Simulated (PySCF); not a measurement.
Al(F)2(OSiH3) (AlF2H3OSi), SMILES [O]([SiH3])[Al]([F])[F].

Geometry optimised at B3LYP-D3(BJ)/def2-SVP. The structure was generated by enumeration; whether it is a known compound was not checked. One conformer was computed; it need not be the lowest.

Calculation: TDA-PBE/def2-SVPD (PySCF 2.14.0).

Vertical excitations. Isolated molecule, no solvent.

List the lowest excited states. (Estimate from the structure and the level; the computed values follow.)


```json
[
 {"state": "S1", "energy (eV)": "5.51", "λ (nm)": "225", "f": "0.005", "main pairs": "HOMO→LUMO 100 %"},
 {"state": "S2", "energy (eV)": "5.61", "λ (nm)": "221", "f": "0.008", "main pairs": "HOMO−1→LUMO 100 %"},
 {"state": "S3", "energy (eV)": "6.97", "λ (nm)": "178", "f": "0.001", "main pairs": "HOMO→LUMO+1 100 %"},
 {"state": "S4", "energy (eV)": "7.17", "λ (nm)": "173", "f": "0.000", "main pairs": "HOMO−2→LUMO 99 %"},
 {"state": "S5", "energy (eV)": "7.26", "λ (nm)": "171", "f": "0.065", "main pairs": "HOMO−1→LUMO+1 96 %"},
 {"state": "S6", "energy (eV)": "7.45", "λ (nm)": "166", "f": "0.001", "main pairs": "HOMO→LUMO+2 99 %"},
 {"state": "S7", "energy (eV)": "7.45", "λ (nm)": "166", "f": "0.003", "main pairs": "HOMO−3→LUMO 94 %"},
 {"state": "S8", "energy (eV)": "7.58", "λ (nm)": "163", "f": "0.004", "main pairs": "HOMO−1→LUMO+2 94 %"},
 {"state": "S9", "energy (eV)": "7.65", "λ (nm)": "162", "f": "0.000", "main pairs": "HOMO−5→LUMO 100 %"},
 {"state": "S10", "energy (eV)": "7.68", "λ (nm)": "161", "f": "0.029", "main pairs": "HOMO−4→LUMO 98 %"},
 {"state": "T1", "energy (eV)": "5.35", "λ (nm)": "232", "f": "0", "main pairs": "HOMO→LUMO 100 %"},
 {"state": "T2", "energy (eV)": "5.43", "λ (nm)": "228", "f": "0", "main pairs": "HOMO−1→LUMO 100 %"},
 {"state": "T3", "energy (eV)": "6.90", "λ (nm)": "180", "f": "0", "main pairs": "HOMO→LUMO+1 100 %"},
 {"state": "T4", "energy (eV)": "6.90", "λ (nm)": "180", "f": "0", "main pairs": "HOMO−1→LUMO+1 99 %"}
]
```
Triplets are in the Tamm–Dancoff approximation.
